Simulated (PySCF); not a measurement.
Highest orbital energy against ionisation energy along the 4p block

Calculated with PySCF 2.14, no spin-orbit coupling. Each cell gives −ε(HOMO) / ΔSCF in eV; NIST values include spin-orbit coupling, (s) semi-empirical, (t) theoretical.

```csv
species,UHF,LDA,PBE,PBE0,r2SCAN,NIST (lowest levels)
"Ga²⁺ (aug-cc-pVDZ-PP with ECP10MDF, ECP)",29.757 / 29.677,26.959 / 31.810,26.580 / 31.446,27.519 / 31.105,27.063 / 31.301,30.726
"Ge²⁺ (aug-cc-pVDZ-PP with ECP10MDF, ECP)",32.445 / 32.211,29.577 / 34.768,29.164 / 34.327,30.209 / 33.988,29.537 / 34.051,34.058
"As²⁺ (aug-cc-pVDZ-PP with ECP10MDF, ECP)",27.764 / 27.449,23.101 / 28.111,23.111 / 27.976,24.445 / 28.028,23.593 / 28.241,28.349 ± 0.012
"Se²⁺ (aug-cc-pVDZ-PP with ECP10MDF, ECP)",31.408 / 30.974,26.203 / 31.632,26.194 / 31.475,27.686 / 31.554,26.736 / 31.773,31.697 ± 0.019
"Br²⁺ (aug-cc-pVDZ-PP with ECP10MDF, ECP)",35.163 / 34.625,29.352 / 35.187,29.338 / 35.028,31.003 / 35.155,29.965 / 35.395,34.871 ± 0.019
"Kr²⁺ (aug-cc-pVDZ-PP with ECP10MDF, ECP)",34.970 / 34.247,29.803 / 35.684,29.698 / 35.398,31.302 / 35.430,30.150 / 35.520,35.838 ± 0.02
```

Task: How far is −ε(HOMO) from ΔSCF on average for each method, and why?

Result: UHF 0.39 eV; LDA -5.37 eV; PBE -5.26 eV; PBE0 -3.85 eV; r2SCAN -4.87 eV. Hartree-Fock orbital energies lack relaxation and so exceed the ΔSCF value; semilocal functionals have convex E(N) from self-interaction, so their HOMO lies far too high; exact exchange moves hybrids part of the way back.
